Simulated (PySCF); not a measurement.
SbHBr2, SMILES [Br][SbH][Br].

Geometry: PBE-D3(BJ)/def2-SVP. The structure was generated by enumeration; whether it is a known compound was not checked. The def2 effective core potentials stand for the cores of Sb; spin–orbit coupling is left out.

The numbers are results of PBE-D3(BJ)/def2-SVP in PySCF, not measurements.

Frequencies are harmonic and unscaled.

```csv
mode,ν (cm⁻¹),IR (km/mol),moving atoms (share of kinetic energy)
1,74,0.6,"Br 80 %, Sb 19 %"
2,242,37.6,"Br 56 %, Sb 44 %"
3,242,11.1,"Br 63 %, Sb 37 %"
4,559,12.0,H 98 %
5,581,16.5,H 99 %
6,1842,149.0,H 99 %
```
